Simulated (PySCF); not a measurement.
Work out the structure from these simulated measurements.

Formula: C3H12ClNSi4.

| Item | Value |
| --- | --- |
| Dipole | 2.17 D [PBE0/pcSseg-1] |
| 1H NMR | chemical shifts (computed TMS as zero) by class: 5.73 (1 H), 5.53 (1 H), 4.29 (1 H), 3.55 (3 H), 2.32 (1 H), 0.57 (3 H), -0.35 (2 H) ppm [GIAO PBE0/pcSseg-1] |
| Rotational structure | rotational constants A, B, C: 0.958, 0.418, 0.412 GHz [GFN2-xTB] |
| 13C NMR | chemical shifts (computed TMS as zero) by class: 106.5 (1 C), 91.2 (1 C), -8.4 (1 C) ppm [GIAO PBE0/pcSseg-1] |
| NMR, other nuclei | isotropic shieldings of nuclei other than C and H, by class: 267 (1 N), 385 (1 Si), 394 (1 Si), 427 (1 Si), 463 (1 Si), 986 (1 Cl) ppm [GIAO PBE0/pcSseg-1] |

The electronic properties come from PySCF, for the isolated species, density fitting. Levels stand in brackets. Isolated species at its GFN2-xTB geometry (one conformer only). Each NMR value is the plain mean over a class of atoms that symmetry, rotation or inversion makes alike.

Q: Give a SMILES that accounts for the data.

A: Numbering: `[CH:1]#[C:2][Si@@H:3]([Cl:4])[Si@H:5]([NH2:6])[Si@@H:7]([CH3:8])[SiH3:9]`. Its formula, C3H12ClNSi4, gives 2 degrees of unsaturation: 0 rings and 2 π bonds in the structure found. 3 carbons fall into 3 classes; from least to most shielded: terminal alkyne carbon [C1] (106.5 ppm), alkyne carbon [C2] (91.2 ppm), Si-methyl carbon [C8] (-8.4 ppm). Hydrogen classes from least to most shielded: 1 H on a chlorine-bound silicon, Si3 (5.73 ppm), 1 H on an SiH silicon, Si5 (5.53 ppm), 1 H on an SiH silicon, Si7 (4.29 ppm), 3 H on an SiH3 silicon, Si9 (3.55 ppm), 1 H on a terminal alkyne carbon, C1 (2.32 ppm), 3 H on an Si-methyl carbon, C8 (0.57 ppm, a mean of values up to 0.5 ppm apart in this geometry), 2 H on a silicon-bound nitrogen, N6 (-0.35 ppm). The other shieldings belong to: 267 ppm, silicon-bound nitrogen [N6]; 385 ppm, chlorine-bound silicon [Si3]; 394 ppm, SiH silicon [Si5]; 427 ppm, SiH silicon [Si7]; 463 ppm, SiH3 silicon [Si9]; 986 ppm, silicon-bound chlorine [Cl4]. The optimised geometry has point group C1 and is an asymmetric top. Structure: `C#C[Si@@H](Cl)[Si@H](N)[Si@@H](C)[SiH3]`. Computed isomers that give other values at the same levels: `C#C[Si@@]([SiH3])(Cl)[Si@H](N)[SiH2]C` (1H chemical shifts (computed TMS as zero) by class: 5.30 (1 H), 4.06 (1 H), 4.01 (1 H), 3.82 (3 H), 2.45 (1 H), 0.29 (3 H), -0.38 (2 H) ppm); `C#C[Si@@]([SiH3])(Cl)[Si@@H](N)[SiH2]C` (1H chemical shifts (computed TMS as zero) by class: 5.39 (1 H), 4.10 (1 H), 3.92 (1 H), 3.86 (3 H), 2.55 (1 H), 0.20 (3 H), -0.47 (2 H) ppm); `CC#C[SiH2][Si@H](Cl)N([SiH3])[SiH3]` (13C chemical shifts (computed TMS as zero) by class: 117.9 (1 C), 76.3 (1 C), 6.3 (1 C) ppm). The assignments are read from this structure; whether some other isomer fits the data as well wasn't checked. The mirror image fits equally.

Shape of the structure used: `[CH:1]#[C:2][Si@@H:3]([Cl:4])[Si@H:5]([NH2:6])[Si@@H:7]([CH3:8])[SiH3:9]`: C2–Si3–Si5–N6 69°, Si3–Si5–Si7–C8 -20°, H–N6–Si5–Si3 -171°, H–N6–Si5–Si3 50°.
